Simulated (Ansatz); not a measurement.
Program: Ansatz. Geometries: PBE0-D4/def2-TZVP. ΔE: electronic, gas phase. CCSD(T)/CBS is the MP2 limit (def2-TZVPP, def2-QZVPP) plus CCSD(T) − MP2 in def2-TZVPP, frozen cores. This one scheme is used for every species. Functionals use def2-TZVPP. Triplets are unrestricted, without spin–orbit coupling. Elements past krypton have def2 core potentials. For In outer-core shells are correlated without core-valence functions, which leaves a few kJ/mol of doubt a bond. One conformer a species, not always the lowest.

Reaction (formal loss of a carbene): `[CH3][In]([NH2])[OH]` → `[CH2]` (triplet) + `[NH2][InH][OH]`

```csv
level,ΔE (eV),difference from CCSD(T)/CBS
r2SCAN0-D4,4.48,-0.35
CAM-B3LYP-D4,4.71,-0.12
B2PLYP,4.70,-0.13
BLYP,4.60,-0.23
r2SCANh,4.49,-0.34
HF/def2-SVP,3.21,-1.62
SCS-MP2/def2-TZVPP,4.85,0.02
CCSD/def2-TZVPP,4.56,-0.27
CCSD(T)/def2-TZVPP,4.69,-0.14
HF/CBS(def2),3.19,-1.64
CCSD(T)/CBS,4.83,0
```

Largest T1 diagnostic among the species: 0.016.

Leaving LDA and LC-ωPBE aside and taking each functional with its dispersion term where it has one, the values, not all of them listed here, spread over 0.37 eV, from r2SCAN0-D4 to ωB97X-V. LDA lies +0.66 eV from PBE without D4. At CCSD(T), def2-SVP lies −0.32 eV from the extrapolated value and def2-TZVPP −0.14 eV. The D4 term adds +0.08 eV with B3LYP and +0.04 eV with PBE0; it sums over pairs of atoms, weighted by their polarisabilities, and B3LYP, whose exchange is more repulsive, gets the larger term.

B3LYP here is the variant with VWN-RPA as its local correlation; programs differ in this.
